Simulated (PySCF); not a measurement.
**Oscillator strengths, rates and cross-sections**

Compound: C₅H₁₀OP (charge +1).
SMILES: `C=C[C@@H]1C[P@H+]1CO`

Computed, not measured: TDDFT wB97X-D/def2-SVPD, vertical, gas phase, core orbitals frozen in the response in PySCF. Isolated species at its GFN2-xTB geometry (one conformer only). Torsions of this conformer, `[CH2:1]=[CH:2][C@@H:3]1[CH2:4][P@H+:5]1[CH2:6][OH:7]`: C1–C2–C3–C4 33°, C4–P5–C6–O7 38°, H–O7–C6–P5 176°.

A / s⁻¹ = 0.6670 f (ν̃ / cm⁻¹)² and τ = 1/A in vacuum; |μ| follows from f = (2/3) ΔE |μ|² (atomic units, 1 au = 2.5417 D); ∫σ dE = 109.76 f Mb·eV.

These lifetimes count emission to the ground state at the vertical energy alone; relaxation of the geometry and all other decay channels are left out.

Energies and rates of the computed singlets with f of 0.002 or more:

```
state  E (eV)   A (s⁻¹)
   S1    5.57  2.39×10⁸
   S2    6.79  1.34×10⁷
   S3    7.00  9.75×10⁷
   S4    7.16  1.37×10⁸
   S5    7.29  7.77×10⁷
   S6    7.36  9.69×10⁷
   S7    7.81  1.88×10⁸
   S8    7.99  4.90×10⁷
```

Which f and |μ| stand behind these rates?

f = A / (0.6670 ν̃²), and |μ| follows from f:

| state | f | \|μ\| (D) | τ | main configurations (H = HOMO, L = LUMO) |
| --- | --- | --- | --- | --- |
| S1 | 0.178 | 2.90 | 4.2 ns | H→L (96%) |
| S2 | 0.0067 | 0.51 | 75 ns | H→L+1 (78%), H→L+2 (11%) |
| S3 | 0.046 | 1.31 | 10 ns | H-1→L (71%), H-2→L (10%) |
| S4 | 0.061 | 1.50 | 7.3 ns | H→L+2 (45%), H→L+3 (19%), H→L+1 (13%) |
| S5 | 0.034 | 1.10 | 13 ns | H→L+3 (39%), H-2→L (27%), H→L+2 (16%) |
| S6 | 0.041 | 1.21 | 10 ns | H-2→L (47%), H→L+3 (30%) |
| S7 | 0.071 | 1.55 | 5.3 ns | H→L+4 (40%), H-1→L+1 (20%), H-1→L+2 (15%) |
| S8 | 0.018 | 0.76 | 20 ns | H→L+4 (25%), H-1→L+2 (24%), H-1→L+1 (13%) |

What is the integrated cross-section of all computed states together?

Σf = 0.455 over S1 to S8, so 109.76 × Σf ≈ 50 Mb·eV.

By what factor does the largest A in the list exceed the smallest?

S1 has 18 times the rate of S2.

Suppose S1 emitted 0.3 eV lower with the same transition dipole. How would A change?

At fixed |μ|, A goes as the cube of the energy: (5.27/5.57)³ = 0.85, which makes τ about 4.9 ns.
